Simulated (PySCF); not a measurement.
# Chlorine: a sound run and one with changed settings

Sound run: Cl⁺ [Ne] 3s2 3p4, Cl²⁺ [Ne] 3s2 3p3. Computed with PySCF 2.14 in cc-pV(D+d)Z, with no relativity, point nucleus. The sound run starts from symmetry-adapted Hartree-Fock orbitals and uses a fine grid where one is needed.

Changed run: radial step 0.3 in ln r (0.13 in the sound run). This setting is unsound on purpose.

```tsv
species	method	sound run (hartree)	changed run (hartree)	converged
Cl⁺	UHF	-459.03729	-459.03729	yes
Cl⁺	M06-L	-459.65532	-459.65641	yes
Cl⁺	PBE	-459.47393	-459.47254	yes
Cl²⁺	UHF	-458.20817	-458.20817	yes
Cl²⁺	M06-L	-458.78522	-458.78542	yes
Cl²⁺	PBE	-458.59781	-458.59639	yes
```

Ionisation energy of Cl⁺:

```csv
method,sound run (eV),changed run (eV)
UHF,22.562,22.562
M06-L,23.677,23.701
PBE,23.841,23.841
```

A coarse radial grid mis-integrates the density and the exchange-correlation energy, with errors of either sign; Hartree-Fock needs no grid.

For comparison, NIST gives 23.814 eV between the lowest levels.
